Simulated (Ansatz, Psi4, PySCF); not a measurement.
Reaction (SMILES): N#P [azanylidynephosphane] -> P#N as doublet, charge +1 + e-

Wanted: adiabatic ionisation energy (0 K, with zero-point energies), in eV. Conventions: non-relativistic; 6-311+G** with 5d, 6d on Na to Ar in Ansatz (a program for electronic structure); spin-orbit terms left out; open shells spin-unrestricted; six Cartesian d functions in 6-31G* and its kin unless marked 5d. First-principles rows: single points at B3LYP-D3(BJ) geometries (Ansatz), with unscaled harmonic terms from B3LYP/6-31G* at its own minima. The spin state of an ion or metal species was assumed, not searched.

```
level                        program  adiabatic ionisation energy (0 K, with zero-point energies) (eV)
--------------------  --------------  ----------------------------------------------------------------
BP86/6-31G* (5d)               PySCF                                                             11.83
B3LYP/STO-3G                  Ansatz                                                              9.32
B3LYP/3-21G                   Ansatz                                                             11.77
B3LYP/6-31G                   Ansatz                                                             11.93
B3LYP/6-31G*                  Ansatz                                                             11.82
B3LYP/6-31+G*                 Ansatz                                                             11.95
B3LYP/cc-pVDZ                 Ansatz                                                             11.78
B3LYP/6-311+G**               Ansatz                                                             11.94
PBE0/6-31G*                   Ansatz                                                             11.79
M06-2X/6-311+G**               PySCF                                                             11.98
wB97X-D/6-31G*                  Psi4                                                             11.89
wB97X-D/6-311+G**               Psi4                                                             11.96
B3PW91/6-31G* (5d)             PySCF                                                             11.84
PBE/def2-TZVPD                Ansatz                                                             11.75
r2SCAN-D4/def2-TZVPD  Ansatz + dftd4                                                             11.74
wB97M-V/def2-TZVPD            Ansatz                                                             11.86
```

No value to compare with is used here. The 13 habitual levels span 9.32 (B3LYP/STO-3G) to 11.98 eV (M06-2X/6-311+G**); r2SCAN-D4/def2-TZVPD gives 11.74.

The levels are drawn from those run, B3LYP/6-31G* more often than the rest, none by its result; runs whose electronic state is in doubt are left out.
